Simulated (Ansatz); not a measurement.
Consider the atomization: `BC[SiH](O)F` → B• + C• + F• + 6 H• + O• + Si•.

Isolated molecules relaxed with PBE0-D4/def2-TZVP in Ansatz; ΔE leaves out vibrations. CBS: MP2 limit from def2 TZ/QZ plus the TZ coupled-cluster correction, frozen cores. This one scheme is used for every species, atoms too. DFT in def2-TZVPP. B3LYP here is the variant with VWN-RPA as its local correlation; programs differ in this. HSE06 is defined as in plane-wave codes. No spin–orbit coupling; open shells (•) take unrestricted orbitals. Spin–orbit coupling would lower the free atoms: a little for B, C, F, O, Si. One conformer a species, not always the lowest.

Question: What is ΔE at CCSD(T)/CBS? (Estimate.)

Answer: The calculation gave: +4217.2 kJ/mol.

Question: What do these levels give: r2SCAN-D4, HSE06-D4, ωB97M-V, PBE-QIDH, PBE0, B3LYP, BHLYP, HF/def2-SVP, CCSD/def2-SVP, MP2/def2-TZVPP, CCSD(T)/def2-TZVPP, SCS-MP2/def2-QZVPP? (Estimate.)

Answer: Ansatz gave: r2SCAN-D4 4227.0, HSE06-D4 4192.0, ωB97M-V 4227.7, PBE-QIDH 4182.7, PBE0 4172.3, B3LYP 4171.7, BHLYP 4084.0, HF/def2-SVP 3172.7, CCSD/def2-SVP 3915.9, MP2/def2-TZVPP 4194.9, CCSD(T)/def2-TZVPP 4111.1, SCS-MP2/def2-QZVPP 4238.9 kJ/mol.

Largest T1 diagnostic among the species: 0.014.

From r2SCAN to r2SCAN0 (25 % exact exchange), in def2-TZVPP and without D4, ΔE moves by −59.6 kJ/mol: exact exchange takes away binding that semilocal exchange gives to molecules. Leaving LDA and LC-ωPBE aside and taking each functional with its dispersion term where it has one, the values, not all of them listed here, spread over 138.1 kJ/mol, from BHLYP-D4 to PBE-D4. LDA lies +527.4 kJ/mol from PBE without D4, its usual overbinding. In def2-TZVPP, CCSD(T) changes the Hartree–Fock value by +913.4 kJ/mol (the triples alone add +49.4 kJ/mol) and MP2 by +997.2 kJ/mol; breaking electron pairs costs correlation energy, which Hartree–Fock lacks.

For atomizations the MP2-based limit and the directly extrapolated one differ by several kJ/mol either way, and by 10 to 25 for some Ge, Se and Sn compounds, so smaller differences from it don't rank the levels.
